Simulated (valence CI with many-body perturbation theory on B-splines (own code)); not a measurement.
# E1 line list for Mo III

Level of theory: valence CI with perturbative core correlation (CI+MBPT): four valence electrons over a frozen Dirac-Fock core [Kr], a basis of 7 s, 7 p, 8 d, 6 f, 4 g, 1 h functions for each j, with the one-electron correlation potential Σ1 (screened to all orders), the two-electron term Σ2, the three-electron term Σ3, Breit, model QED; selected single and double excitations, second order for the rest, scaled by the run's own slope (own B-spline code, finite nucleus).

Against 67 measured levels this calculation errs by 561 cm⁻¹ on average and by 1275 at most. These come from a selection out of Sugar and Musgrove, J. Phys. Chem. Ref. Data 17, 155 (1988). Levels without a partner in it may be off by more, other configurations by 1,000 to 8,000 cm⁻¹. Among the levels kept, up to 470 cm⁻¹ of a level comes from second order outside the variational space, and about a tenth of that is noise between levels of different J, which matters for small intervals.

Lines 101 to 150 of 592 in falling wavelength, among levels below 15.467 eV, chosen from the strongest by gf and those to the six lowest levels. Wavelengths and rates use the calculated energies, so an error of 600 cm⁻¹ moves a line at 2417 Å by 1.4 % and its rate by three times that or more. Electric multipoles are in the length gauge, E1 and E2 with the static RPA response of the core. Weak lines are less certain than strong ones. Lines between different terms over intervals too small for the method are left out, as are lines whose strength nearly cancels. Where a level lies close to another of its J and parity, the split of strength between their lines is uncertain. The highest levels of a list are the least certain.

Names give the largest LS component (configuration and term), which can be under half, so a name can repeat, a term be missing and a line seem to break the LS rules; names also repeat where a configuration has a term twice. Letters in brackets count levels of one name in rising energy.

```
λ vac (Å)  λ from measured levels            Upper           Lower   A (s⁻¹)  S (a.u.)
     2419                              4d³5p ¹I°_6      4d³5s ¹H_5  2.83e+08  2.57e+01
     2417                    2382      4d³5p ⁵G°_5      4d³5s ⁵F_5  5.92e+07  4.54e+00
     2410                          4d³5p ³G°_3 [b]      4d³5s ³G_3  7.03e+07  3.40e+00
     2410                          4d³5p ³P°_2 [c]  4d³5s ³P_2 [b]  7.14e+07  2.46e+00
     2406                          4d³5p ³D°_3 [h]  4d³5s ³D_3 [b]  2.78e+08  1.34e+01
     2401                          4d³5p ³H°_6 [b]      4d³5s ³H_6  1.68e+08  1.50e+01
     2394                          4d³5p ³D°_2 [d]  4d³5s ³P_1 [b]  6.68e+07  2.26e+00
     2394                          4d³5p ³D°_3 [d]  4d³5s ³D_2 [a]  9.15e+07  4.33e+00
     2393                    2360      4d³5p ⁵G°_4      4d³5s ⁵F_3  2.39e+08  1.46e+01
     2392                          4d³5p ³D°_3 [d]  4d³5s ³D_3 [a]  1.08e+08  5.11e+00
     2389                          4d³5p ³F°_4 [b]      4d³5s ³G_5  1.35e+08  8.20e+00
     2387                          4d³5p ¹H°_5 [a]      4d³5s ³G_5  1.71e+07  1.26e+00
     2385                          4d³5p ¹D°_2 [a]      4d³5s ³G_3  3.24e+07  1.08e+00
     2384                          4d³5p ³S°_1 [a]  4d³5s ³D_1 [a]  5.76e+07  1.15e+00
     2379                          4d³5p ³H°_5 [b]      4d³5s ³H_4  2.01e+07  1.47e+00
     2379                          4d³5p ³D°_2 [b]  4d³5s ³P_1 [a]  1.48e+08  4.93e+00
     2378                          4d³5p ³P°_2 [a]      4d³5s ⁵P_2  6.00e+07  1.99e+00
     2376                          4d³5p ¹H°_5 [b]      4d³5s ¹H_5  1.10e+08  7.99e+00
     2376                          4d³5p ⁵D°_1 [b]      4d³5s ⁵P_2  1.61e+08  3.19e+00
     2372                          4d³5p ¹D°_2 [b]  4d³5s ¹D_2 [a]  1.51e+08  4.97e+00
     2369                              4d³5p ⁵P°_2      4d³5s ⁵P_3  1.97e+08  6.45e+00
     2366                    2332      4d³5p ⁵G°_5      4d³5s ⁵F_4  2.75e+08  1.98e+01
     2365                              4d³5p ⁵P°_1      4d³5s ⁵P_2  1.56e+08  3.05e+00
     2365                          4d³5p ³F°_2 [c]  4d³5s ³D_1 [a]  1.12e+08  3.65e+00
     2364                          4d³5p ¹G°_4 [a]      4d³5s ³H_5  2.25e+07  1.32e+00
     2363                          4d³5p ³D°_3 [c]    4d⁴ ¹D_2 [b]  6.56e+07  2.99e+00
     2362                              4d³5p ³I°_6      4d³5s ³H_5  3.17e+08  2.68e+01
     2362                          4d³5p ⁵D°_1 [b]      4d³5s ⁵P_1  5.35e+07  1.04e+00
     2361                          4d³5p ³D°_3 [e]  4d³5s ³D_2 [a]  1.20e+08  5.48e+00
     2354                          4d³5p ³F°_4 [b]      4d³5s ³G_3  3.87e+07  2.24e+00
     2353                          4d³5p ³G°_5 [c]      4d³5s ¹G_4  5.86e+07  4.14e+00
     2351                              4d³5p ⁵P°_1      4d³5s ⁵P_1  1.45e+08  2.80e+00
     2350                    2319  4d³5p ³D°_1 [a]      4d³5s ⁵F_2  8.06e+07  1.55e+00
     2348                          4d³5p ³F°_4 [c]  4d³5s ³D_3 [a]  2.72e+08  1.57e+01
     2345                              4d³5p ³I°_5      4d³5s ³H_4  1.56e+08  1.09e+01
     2342                          4d³5p ³F°_2 [e]  4d³5s ³D_1 [b]  1.96e+08  6.22e+00
     2337                          4d³5p ³G°_3 [e]  4d³5s ³F_2 [b]  2.60e+08  1.15e+01
     2336                          4d³5p ³G°_4 [b]      4d³5s ³G_4  1.74e+08  9.86e+00
     2335                    2305  4d³5p ³D°_2 [a]      4d³5s ⁵F_3  1.25e+08  3.94e+00
     2330                    2296      4d³5p ⁵G°_6      4d³5s ⁵F_5  3.70e+08  3.00e+01
     2328                          4d³5p ³D°_3 [c]  4d³5s ³P_2 [a]  1.65e+08  7.19e+00
     2323                              4d³5p ⁵P°_2      4d³5s ⁵P_2  8.94e+07  2.77e+00
     2317                              4d³5p ⁵P°_3      4d³5s ⁵P_3  3.33e+08  1.43e+01
     2315                          4d³5p ³D°_2 [d]  4d³5s ³D_2 [a]  1.83e+08  5.59e+00
     2315                          4d³5p ³D°_1 [c]  4d³5s ³D_1 [a]  1.40e+08  2.57e+00
     2315                          4d³5p ³G°_5 [b]      4d³5s ³G_5  1.88e+08  1.27e+01
     2315                          4d³5p ³D°_2 [c]  4d³5s ³D_1 [a]  5.76e+07  1.76e+00
     2313                          4d³5p ³G°_3 [c]      4d³5s ³G_4  2.57e+07  1.10e+00
     2310                              4d³5p ⁵P°_2      4d³5s ⁵P_1  6.15e+07  1.87e+00
     2309                              4d³5p ³I°_7      4d³5s ³H_6  3.62e+08  3.30e+01
```
